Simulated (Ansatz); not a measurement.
```yaml
crystal:
  periodic: [false, false, false]
  atoms:
    - {symbol: C, position_ang: [-0.263812, 1.061626, 0.130059]}
    - {symbol: Ge, position_ang: [0.286401, -0.745798, -0.288977]}
    - {symbol: Cl, position_ang: [2.046214, -1.199367, 0.866493]}
    - {symbol: I, position_ang: [-1.523700, -2.357687, 0.363599]}
    - {symbol: H, position_ang: [-0.480480, 1.133309, 1.195250]}
    - {symbol: H, position_ang: [0.542090, 1.751005, -0.125637]}
    - {symbol: H, position_ang: [-1.158656, 1.312390, -0.440437]}
    - {symbol: H, position_ang: [0.643942, -1.012480, -1.756249]}
basis:
  gaussian: {orbitals: def2-mTZVPP}
total_charge: 1
magnetization: {spin_polarized: true, initial_magnetization: 1}
hamiltonian: {xc: {name: B2GP-PLYP}}
```

```sh
$ ansatz run in.yaml --threads 4 --pin off --events-out ev --progress --plain --max-ram 10444MiB
```

It prints (some lines left out):

```
Functional definition: B2GP-PLYP
1287 factors; integrals over basis functions are off by at most 1.2e-3 eV
mean field evaluation 1: about -78192.5105 eV, gradient 3.1e1 eV
mean field evaluation 2: about -78192.5258 eV, gradient 3.1e1 eV
mean field evaluation 4: about -78197.3746 eV, gradient 3.2e0 eV
mean field evaluation 8: about -78197.4868 eV, gradient 2.9e-1 eV
mean field evaluation 16: about -78197.4919 eV, gradient 3.5e-2 eV
mean field evaluation 32: about -78197.4963 eV, gradient 6.4e-2 eV
mean field evaluation 64: about -78197.4973 eV, gradient 3.1e-1 eV
mean field -78197.49875358 eV, -2873.7050750258 hartree, gradient 2.8e-6 eV, S^2 0.754989; 6 other end points of the search recorded, 0 dependent functions left out
19 core orbitals not correlated: weight in the atoms' cores, before any rotation towards them, 1.000 or more for the frozen orbitals, at most 0.000 for the correlated occupied ones
reference -78197.49887961 eV, -2873.7050796573 hartree; 23, 22 occupied and 96, 97 virtual orbitals, 1287 factors
second order -20.61707927 eV of doubles, -0.00000000 eV of singles
Total energy: -78204.92102815 eV, -2873.9778385852 hartree
```

It took 13 s on 4 threads of an Intel Xeon on a shared host, with 0.6 GiB of host memory at the peak.
